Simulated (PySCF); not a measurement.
O4Re (SMILES [O]=[Re-](=[O])(=[O])=[O]), charge -1, singlet, geometry from GFN2-xTB (such geometries of metal compounds can be far from the true shape) (core potentials on Re). Base run: DF-B3LYP/def2-TZVP (PySCF).

Input for PySCF:
```python
from pyscf import gto, scf, dft

mol = gto.Mole()
mol.atom = '''
    Re   -0.00000000   -0.00000000   -0.00000000
    O     1.39815894   -0.28174519   -0.91187613
    O     0.42640792    0.28515594    1.61326043
    O    -0.81278078    1.35112420   -0.61611495
    O    -1.01178608   -1.35453494   -0.08526935
'''
mol.basis = 'def2-tzvp'
mol.ecp = {'Re': 'def2-tzvp'}
mol.charge = -1
mol.verbose = 4
mol.build()

mf = dft.RKS(mol)
mf.xc = 'b3lyp'
mf = mf.density_fit(auxbasis='def2-universal-jkfit')
mf.kernel()
```

Each row names what was changed in the base input (with any setting that the change needs).

```csv
change,ΔE vs base (mEh),SCF cycles,outcome
base,0.000,10,converged
diis = off; damp = 0.6 (with mf.diis_start_cycle = 200; with mf.max_cycle = 150),0.000,20,converged
DIIS = EDIIS,-,50,not converged
conv_tol = 1e-4,0.036,6,converged
diis_space = 2,0.000,17,converged
diis_space = 4,0.000,11,converged
damp = 0.5; diis_start_cycle = 5,0.000,15,converged
conv_tol = 1e-12,0.000,12,converged
init_guess = atom,0.000,10,converged
level_shift = 1.0 (with mf.max_cycle = 100),0.000,27,converged
diis = off; damp = 0.3 (with mf.diis_start_cycle = 200; with mf.max_cycle = 150),-,150,not converged
conv_tol = 1e-6,0.001,8,converged
init_guess = huckel,0.000,16,converged
```
